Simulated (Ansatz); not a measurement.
```xyz
11

C    -0.409    2.123    1.265
C    -0.036    0.911    0.568
C     0.277   -0.104   -0.010
Ge    0.754   -1.688   -0.932
O    -0.718   -2.612   -1.316
H     0.472    2.733    1.478
H    -1.097    2.723    0.664
H    -0.899    1.892    2.214
H     1.582   -2.622   -0.048
H     1.491   -1.307   -2.228
H    -1.417   -2.049   -1.656
```

The species carries charge 0 and has multiplicity 1.

Task: List the B3LYP/def2-TZVPP orbital energies in eV (Ansatz). (Estimate.)

Result: Computed: Occupied: -10850.66, -1354.97, -1205.88, -1205.87, -1205.87, -520.22, -277.62, -277.16, -276.47, -169.57, -119.85, -119.82, -119.79, -33.53, -33.42, -33.37, -33.32, -33.31, -26.62, -21.57, -19.33, -15.83, -13.42, -12.65, -12.13, -12.12, -10.61, -10.14, -9.42, -8.26, -7.62, -7.51. Lowest empty: -0.45, 0.29, 0.90, 1.07, 1.50, 1.81, 2.39, 2.85.

B3LYP here is the variant with VWN-RPA as its local correlation; programs differ in this.
